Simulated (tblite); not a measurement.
Q: What does the GFN2-xTB structure of InChI=1S/C3H4F4Si/c4-2(8)1-3(5,6)7/h1H,8H3/b2-1+ look like in three dimensions?

A: 
```
atom  x, y, z in Å
F1     0.0774    0.3980    1.6682
C2     0.3832    0.0867    0.3982
Si3    2.2587   -0.0232    0.0748
C4    -0.5996   -0.1003   -0.4751
C5    -2.0554    0.0066   -0.1350
F6    -2.4684   -0.9627    0.7008
F7    -2.3807    1.1718    0.4450
F8    -2.8192   -0.0959   -1.2349
H9     2.8037   -0.8808    1.1227
H10    2.4096   -0.5904   -1.2618
H11    2.7739    1.3404    0.1689
H12   -0.3819   -0.3510   -1.4979
```

Any rigid rotation of these coordinates is as good. Atoms count from 1 in this order. The C–C distances run from 1.328 Å (C2=C4, drawn double) to 1.499 Å (C4–C5, drawn single), a spread of 0.171 Å. All 4 C–F bonds measure 1.342 to 1.345 Å. Of the pairs four or more bonds apart, F1···F7 is among the closest relative to their van der Waals radii: 2.85 Å, 97 % of the sum of Bondi's values. Si3 (SiH3 silicon) is tetrahedral (angles from 106.2° to 113.0°).

Bonds between heavy atoms (Å): F1–C2 1.343, C2–Si3 1.906, C2=C4 1.328, C4–C5 1.499, C5–F6 1.345, C5–F7 1.342, C5–F8 1.343.

Computed geometry: GFN2-xTB, gas phase.

Point group: C1 (no symmetry element, even within 0.4 Å). Its GFN2-xTB frequencies are all real (lowest 24 cm⁻¹). 2 starts were optimised and ended at 0.00 and 0.38 kcal/mol (GFN2-xTB); the lowest of these is shown.

Time: 0.79 s. Hardware: an Arm Neoverse N1 with one thread, shared host with 64 logical CPUs at a one-minute load of 60. This is the geometry optimisation.
